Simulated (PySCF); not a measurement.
Excitations are Tamm–Dancoff values on a coarser integration grid. The basis has no diffuse functions, so Rydberg states are missing or too high.

Cartesian coordinates (Å):
SMILES: OB(O)O
```xyz
7

O     -0.4584     1.0521     0.0411
B     -0.0489    -0.2199    -0.2886
O      1.2424    -0.5929    -0.5369
O     -0.9903    -1.1972    -0.3794
H      0.2330     1.7119     0.0952
H      1.8911     0.1068    -0.4688
H     -1.8689    -0.8608    -0.1926
```
Charge 0, spin multiplicity 1.

### Question
What S1 excitation (TDA), HOMO–LUMO gap, LUMO, S1–T1 gap (TDA), dipole moment, S1 oscillator strength, HOMO and T1 excitation (TDA) does PBE0-D4/def2-TZVP (PySCF) give?

### Answer

* **S1 excitation (TDA)**: 7.91 eV
* **HOMO–LUMO gap**: 9.31 eV
* **LUMO**: 0.14 eV
* **S1–T1 gap (TDA)**: 0.31 eV
* **dipole moment**: 3.03 D
* **S1 oscillator strength**: 0.001
* **HOMO**: -9.18 eV
* **T1 excitation (TDA)**: 7.60 eV
